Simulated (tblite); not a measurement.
C5H13FSSi2.
Cartesian coordinates in Å at the GFN2-xTB level; atoms count from 1:
```xyz
22
C5H13FSSi2 angstrom
C     -2.0409   -0.2349   -1.1828
C     -1.3836   -0.3040    0.1907
Si    -1.6139    1.2519    1.2616
S      0.2133    1.0630    2.3683
C      0.6430   -0.5295    1.5949
C      0.1267   -0.5865    0.1587
F      0.3086   -1.9107   -0.2652
C      0.9095    0.3102   -0.7863
Si     2.7818   -0.0578   -0.8894
H     -1.7894   -1.1170   -1.7701
H     -3.1219   -0.1975   -1.0673
H     -1.7333    0.6524   -1.7312
H     -1.8285   -1.1565    0.7205
H     -2.7734    1.1517    2.1389
H     -1.5879    2.4914    0.4939
H      1.7245   -0.6347    1.6393
H      0.1888   -1.3293    2.1825
H      0.4849    0.1981   -1.7844
H      0.7507    1.3461   -0.4837
H      3.0036   -1.5003   -0.9185
H      3.4694    0.5470    0.2540
H      3.2577    0.5664   -2.1254
```

Method: GFN2-xTB as coded in tblite; computed harmonic values from a numerical Hessian at the method's own geometry, unscaled. Errors from tens to a few hundred cm⁻¹ against measured bands are possible. Modes of hydrogen on silicon can be 10 to 20 % off. One conformer, not necessarily the lowest.

Harmonic wavenumbers (cm⁻¹): 43.7, 76.4, 104.1, 129.8, 178.7, 216.6, 224.1, 264.2, 289.5, 317.8, 337.5, 420.8, 434.5, 472.0, 510.2, 519.9, 521.6, 542.7, 559.7, 652.5, 718.9, 747.7, 768.6, 769.1, 777.5, 780.8, 797.1, 807.3, 829.7, 878.2, 959.4, 1004.4, 1014.4, 1073.7, 1086.3, 1135.6, 1176.0, 1202.0, 1236.2, 1251.4, 1282.0, 1319.9, 1416.3, 1456.1, 1459.7, 1505.7, 1511.4, 2258.0, 2265.1, 2303.1, 2308.0, 2320.4, 2902.0, 2971.9, 2981.8, 2996.3, 3016.9, 3023.0, 3027.3, 3036.9.

A = 1299, B = 798.4, C = 622.9 MHz; mass 180.026 u (most abundant isotopes); point group C1, symmetry number 1.

Question: Zero-point energy?

Answer: Half the sum of the wavenumbers: 35596 cm⁻¹ = 101.77 kcal/mol.

Question: What is S at 298.15 K and 1 bar for an ideal gas of classical rigid rotors and harmonic oscillators?

Answer: Translation 41.50, rotation 30.59, vibration 36.03: S = 108.1 cal/(mol K).

Question: And Cp and H(298.15 K) − H(0)?

Answer: Cp = 49.15 cal/(mol K), of which vibrations give 41.20 (their classical limit is 60 R = 119.2); H(298.15 K) − H(0) = 8.30 kcal/mol without the zero-point energy, 5.93 from vibrations.

Question: Blend soft modes into free rotors: weight 1/[1 + (100 cm⁻¹/ν̃)⁴] for the oscillator and the rest for a rotor with moment μB/(μ + B), μ = h/(8π²ν), B = 10⁻⁴⁴ kg m². What vibrational entropy results?

Answer: 33.71 cal/(mol K) in place of 36.03, which changes −T·S at 298.15 K by +0.69 kcal/mol.

Question: Which modes carry the vibrational entropy at 298.15 K?

Answer: 43.7 cm⁻¹: 5.08; 76.4 cm⁻¹: 3.98; 104.1 cm⁻¹: 3.38; 129.8 cm⁻¹: 2.95; 178.7 cm⁻¹: 2.34; 216.6 cm⁻¹: 1.99 cal/(mol K); the other 54 give 16.31 together.

Hindered rotation and anharmonicity are outside this model. Other conformers, if any are populated, would add a mixing term that is left out. The structure is chiral; the term R ln 2 for an equal mix with its mirror image is left out.
